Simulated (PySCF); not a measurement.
Species: CH₇NOSi₃.
SMILES with atom numbers: `[N:1]#[C:2][Si@H:3]([SiH3:4])[O:5][SiH3:6]` (hydrogens: H7 on Si3; H8, H9, H10 on Si4; H11, H12, H13 on Si6)

Computed by this run: PBE0-D3(BJ)/def2-SVP geometry optimisation, gas phase (PySCF 2.14.0); density fitting, grid level 1; the optimiser is geomeTRIC in internal coordinates, started from a GFN2-xTB structure with every atom displaced at random (about 0.01 Å).

Step 2: E = -28296.1559 eV
```
atom  x, y, z in Å  |  force x, y, z in eV/Å
N1     -1.7150    2.7593    0.8205    0.001  -0.064  -0.061
C2     -1.2258    1.9327    0.1686    0.011   0.067   0.071
Si3    -0.4167    0.5685   -0.8177    0.053   0.018   0.042
Si4    -1.7417   -1.3466   -0.5928   -0.087  -0.018  -0.001
O5      1.0790    0.3045   -0.1952    0.037   0.012  -0.085
Si6     2.3199    0.0465    0.8762   -0.042  -0.012   0.011
H7     -0.3018    1.0822   -2.2092   -0.017  -0.010  -0.001
H8     -3.1565   -1.0429   -0.9662    0.017   0.012   0.000
H9     -1.6835   -1.7915    0.8321    0.009  -0.012  -0.006
H10    -1.2175   -2.4244   -1.4848    0.022  -0.007   0.018
H11     3.5805   -0.1151    0.0994   -0.001   0.006   0.003
H12     2.4338    1.2074    1.8040   -0.003   0.001   0.003
H13     2.0502   -1.1980    1.6550    0.000   0.005   0.005
```

Step 3: E = -28296.1584 eV
```
atom  x, y, z in Å  |  force x, y, z in eV/Å
N1     -1.7120    2.7504    0.8239   -0.072   0.075   0.052
C2     -1.2141    1.9298    0.1736    0.094  -0.081  -0.053
Si3    -0.4086    0.5678   -0.8204   -0.078  -0.016   0.041
Si4    -1.7460   -1.3460   -0.5912    0.020   0.010   0.004
O5      1.0917    0.3047   -0.2123    0.040   0.006  -0.115
Si6     2.3184    0.0471    0.8737    0.002   0.002   0.072
H7     -0.3164    1.0796   -2.2145    0.010  -0.005   0.006
H8     -3.1587   -1.0308   -0.9609    0.011   0.000  -0.003
H9     -1.6791   -1.7988    0.8311   -0.010   0.001  -0.007
H10    -1.2184   -2.4241   -1.4828   -0.009   0.008   0.013
H11     3.5901   -0.1127    0.1150   -0.008   0.001  -0.001
H12     2.4176    1.2110    1.8008    0.000  -0.011  -0.002
H13     2.0403   -1.1954    1.6537    0.000   0.010  -0.007
```

Question: Estimate the geometry and energy of step 4. (The exact step hangs on the optimiser's Hessian estimate; all steps are aligned on step 3, rigid shifts and turns removed.)

Answer: E = -28296.1607 eV, largest force 0.196 eV/Å
```
atom  x, y, z in Å  |  force x, y, z in eV/Å
N1     -1.7072    2.7390    0.8301   -0.086   0.120   0.092
C2     -1.1981    1.9254    0.1805    0.107  -0.129  -0.102
Si3    -0.4004    0.5666   -0.8248   -0.151  -0.035   0.035
Si4    -1.7464   -1.3448   -0.5871    0.088   0.024   0.010
O5      1.1087    0.3059   -0.2394    0.052   0.002  -0.117
Si6     2.3143    0.0488    0.8701    0.022   0.008   0.097
H7     -0.3321    1.0768   -2.2207    0.023   0.001   0.009
H8     -3.1567   -1.0176   -0.9535    0.004  -0.011  -0.004
H9     -1.6743   -1.8050    0.8327   -0.022   0.013  -0.005
H10    -1.2201   -2.4243   -1.4785   -0.028   0.015   0.003
H11     3.6002   -0.1091    0.1355   -0.010  -0.002  -0.004
H12     2.3945    1.2137    1.7983    0.001  -0.015  -0.003
H13     2.0224   -1.1927    1.6468    0.000   0.008  -0.011
```

The energy changes by -0.0023 eV. The first-order estimate −F·Δx gives -0.0031 eV and the mean of the old and new forces, exact on a quadratic surface, -0.0025 eV. The step makes an angle of 78° with the force vector and moves no atom by more than 0.032 Å.

What follows is the cost of the whole optimisation. On one thread of an Arm Neoverse N1, shared host, this took 2.2 min wall and 0.51 GiB of memory at its peak.
